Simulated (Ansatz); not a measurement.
## HBr, singlet: energies of several shapes or isomers

Program: Ansatz, Gaussian basis, development build. Basis def2-SVP, nonrelativistic, 14 orbitals frozen in the corrections; active space CAS(8,5). Restricted Hartree–Fock, then the lowest state-specific CASSCF solution met for each case. A minimal or small basis: far from the basis limit. On stretched bonds single-reference methods can fail or change state. Solutions in different active orbitals can move differences by tenths of an eV and at times more than 1 eV.

Case A: bond length 1.5358 Å.

Case B: bond length 1.3083 Å.

Case C: bond length 1.4221 Å.

Energy less that of case A, in eV:

```tsv
case	RHF/ROHF	CASSCF
B	-0.026	+0.129
C	-0.193	-0.108
```

Question: What does SC-NEVPT2 give for these differences?

Answer: B: +0.062 eV (1.4 kcal/mol); C: -0.141 eV (-3.3 kcal/mol).

Question: Which case is lowest, and do the methods agree?

Answer: C is lowest in SC-NEVPT2. Of the methods shown, RHF/ROHF, CASSCF agree.
